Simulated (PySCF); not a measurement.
Compound: C6H15OP.
Bonds: C1–C2, C2–C3, C2–C4, C2–C5, C5–P6, P6–C7, C7–O8. Hydrogens: H9, H10, H11 on C1; H12, H13, H14 on C3; H15, H16, H17 on C4; H18, H19 on C5; H20 on P6; H21, H22 on C7; H23 on O8.

The same species was optimised twice, with GFN2-xTB and with PBE0-D3(BJ)/def2-SVP (PySCF), and the same property calculations (PySCF, gas phase) were run on both structures.

| coordinate | GFN2-xTB | PBE0-D3(BJ)/def2-SVP | change |
| --- | --- | --- | --- |
| C2–C5 (Å) | 1.533 | 1.538 | +0.005 |
| C7–O8 (Å) | 1.406 | 1.401 | -0.005 |
| P6–C7 (Å) | 1.876 | 1.873 | -0.003 |
| C2–C4 (Å) | 1.528 | 1.530 | +0.002 |
| C1–C2 (Å) | 1.528 | 1.530 | +0.002 |
| C2–C3 (Å) | 1.532 | 1.531 | -0.001 |
| C5–P6 (Å) | 1.862 | 1.862 | 0.000 |
| C2–C5–P6 (°) | 114.3 | 115.9 | +1.6 |
| C5–P6–C7 (°) | 96.3 | 97.5 | +1.2 |
| C4–C2–C5 (°) | 109.6 | 110.2 | +0.6 |
| C3–C2–C5 (°) | 108.7 | 108.2 | -0.5 |
| C3–C2–C4 (°) | 109.5 | 109.3 | -0.2 |
| C1–C2–C4 (°) | 109.6 | 109.7 | +0.1 |
| C1–C2–C3 (°) | 109.5 | 109.4 | -0.1 |
| C1–C2–C5 (°) | 109.9 | 109.9 | 0.0 |
| C1–C2–C5–P6 (°) | 58 | 59 | +1 |
| C2–C5–P6–C7 (°) | 173 | 167 | -6 |
| C5–P6–C7–O8 (°) | -74 | -73 | +1 |

Rotational constants: A = 2928, B = 864.4, C = 808.2 MHz (GFN2-xTB) against A = 2882, B = 861.9, C = 802.9 MHz (PBE0-D3(BJ)/def2-SVP). Point groups within 0.08 Å: C1 and C1.

On the GFN2-xTB structure: HOMO (eV) -6.90 [PBE0/pcSseg-1]; LUMO (eV) 0.53 [PBE0/pcSseg-1]; dipole (D) 0.80 [PBE0/pcSseg-1]; GIAO shielding of C1/C3/C4 (mean) (ppm) 154.7 [PBE0/pcSseg-1]; GIAO shielding of C2 (ppm) 154.7 [PBE0/pcSseg-1]; GIAO shielding of C5 (ppm) 146.4 [PBE0/pcSseg-1]; GIAO shielding of P6 (ppm) 429.9 [PBE0/pcSseg-1]; GIAO shielding of C7 (ppm) 121.9 [PBE0/pcSseg-1]; GIAO shielding of O8 (ppm) 307.4 [PBE0/pcSseg-1].

What do these properties become on the PBE0-D3(BJ)/def2-SVP structure?

```tsv
property	level	on GFN2-xTB	on PBE0-D3(BJ)/def2-SVP	change
HOMO (eV)	PBE0/pcSseg-1	-6.90	-6.82	+0.08
LUMO (eV)	PBE0/pcSseg-1	0.53	0.53	0.00
dipole (D)	PBE0/pcSseg-1	0.80	0.83	+0.03
energy, GFN2-xTB geometry as zero (kcal/mol)	PBE0/pcSseg-1	0.0	-1.1	-1.1
GIAO shielding of C1/C3/C4 (mean) (ppm)	PBE0/pcSseg-1	154.7	152.7	-2.0
GIAO shielding of C2 (ppm)	PBE0/pcSseg-1	154.7	154.0	-0.7
GIAO shielding of C5 (ppm)	PBE0/pcSseg-1	146.4	146.5	+0.1
GIAO shielding of P6 (ppm)	PBE0/pcSseg-1	429.9	414.5	-15.4
GIAO shielding of C7 (ppm)	PBE0/pcSseg-1	121.9	123.2	+1.3
GIAO shielding of O8 (ppm)	PBE0/pcSseg-1	307.4	307.7	+0.3
```

The heavy atoms differ by 0.055 Å rms after alignment. Among bonds between heavy atoms C2–C5 and C7–O8 change most and about equally (-0.005 to +0.005 Å). Changes are differences of the printed values. Neither structure is proved a minimum here.

The values belong to the conformer `[CH3:1][C:2]([CH3:3])([CH3:4])[CH2:5][PH:6][CH2:7][OH:8]`: C1–C2–C5–P6 59°, C2–C5–P6–C7 167°, C5–P6–C7–O8 -73°, H–O8–C7–P6 -57°.
